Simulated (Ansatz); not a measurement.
Total energies of pentacene (C22H14) from Ansatz at PBE-D4/def2-SVP, gas phase (1 Eh = 27.2114 eV = 2625.5 kJ/mol). The reference geometry is relaxed at PBE-D4/def2-SVP.

```xyz
36

C     2.8074    3.7244   -4.0698
C     1.8381    4.6779   -3.6132
C     0.9173    4.3313   -2.6484
C     0.9037    3.0127   -2.0772
C    -0.0198    2.6333   -1.0962
C    -0.0283    1.3296   -0.5364
C    -0.9562    0.9416    0.4516
C    -0.9602   -0.3555    1.0040
C    -1.8918   -0.7517    1.9981
C    -1.8912   -2.0411    2.5427
C    -2.8322   -2.4487    3.5494
C    -2.8089   -3.7250    4.0682
C    -1.8394   -4.6784    3.6118
C    -0.9177   -4.3315    2.6480
C    -0.9033   -3.0126    2.0776
C     0.0208   -2.6329    1.0973
C     0.0296   -1.3291    0.5378
C     0.9576   -0.9410   -0.4501
C     0.9614    0.3560   -1.0027
C     1.8925    0.7520   -1.9974
C     1.8913    2.0411   -2.5426
C     2.8315    2.4484   -3.5502
H     3.5346    4.0203   -4.8412
H     1.8350    5.6922   -4.0405
H     0.1723    5.0619   -2.2963
H    -0.7642    3.3661   -0.7457
H    -1.7006    1.6739    0.8023
H    -2.6367   -0.0197    2.3491
H    -3.5758   -1.7152    3.8985
H    -3.5370   -4.0213    4.8386
H    -1.8369   -5.6930    4.0385
H    -0.1725   -5.0620    2.2963
H     0.7652   -3.3657    0.7470
H     1.7021   -1.6733   -0.8008
H     2.6373    0.0199   -2.3485
H     3.5748    1.7148   -3.8996
```

```csv
state,geometry,energy (Eh)
charge 0 singlet,reference,-845.18617
charge 1 doublet,reference,-844.95909
charge -1 doublet,reference,-845.24287
charge -1 doublet,relaxed at PBE-D4/def2-SVP,-845.24457
free C atom (triplet),–,-37.75124
free H atom (doublet),–,-0.49863
```

Work out the vertical ionisation energy to the doublet.

E(charge 1 doublet) − E(charge 0 singlet) = -844.95909 − (-845.18617) = 0.22708 Eh = 6.18 eV. For comparison, −ε of the highest occupied level is 4.37 eV at this level, 1.81 eV less.

Work out the vertical electron affinity, to the doublet.

E(charge 0 singlet) − E(charge -1 doublet) = -845.18617 − (-845.24287) = 0.05670 Eh = 1.54 eV. The basis lacks diffuse functions, which makes affinities too small.

Give the fundamental gap IE − EA, the Mulliken electronegativity (IE + EA)/2 and the hardness (IE − EA)/2.

From the values in Eh: IE − EA = 0.22708 − 0.05670 = 0.17038 Eh = 4.64 eV; (IE + EA)/2 = 3.86 eV; (IE − EA)/2 = 2.32 eV. The HOMO–LUMO gap of the same run is 1.14 eV, 3.50 eV smaller than the fundamental gap.

How much does the charge -1 doublet relax, and what is the adiabatic electron affinity?

Relaxation: -845.24287 − (-845.24457) = 0.00170 Eh = 0.05 eV. Adiabatic electron affinity: 0.05840 Eh = 1.59 eV, without zero-point energy. 

What is the binding energy per atom against free atoms?

Atoms: 22 × (-37.75124) + 14 × (-0.49863) = -837.50810 Eh. Binding: -837.50810 − (-845.18617) = 7.67807 Eh = 208.93 eV, or 5.80 eV for each of 36 atoms (no zero-point energy, no counterpoise term).

The restricted singlet is unstable towards broken spin symmetry in Hartree–Fock (as tested in another run); at PBE-D4/def2-SVP this wasn't settled. At PBE-D4/def2-SVP the highest occupied level of the charge -1 doublet lies above zero (up to 0.25 eV). By energy differences its removal costs 1.54 eV (vertical, to the charge 0 singlet, at PBE-D4/def2-SVP); self-interaction error and the lack of diffuse functions both raise the level. At PBE-D4/def2-SVP the highest occupied level of the relaxed charge -1 doublet lies above zero (up to 0.15 eV). By energy differences its removal costs 1.59 eV (each at its own geometry, to the charge 0 singlet, at PBE-D4/def2-SVP); self-interaction error and the lack of diffuse functions both raise the level.
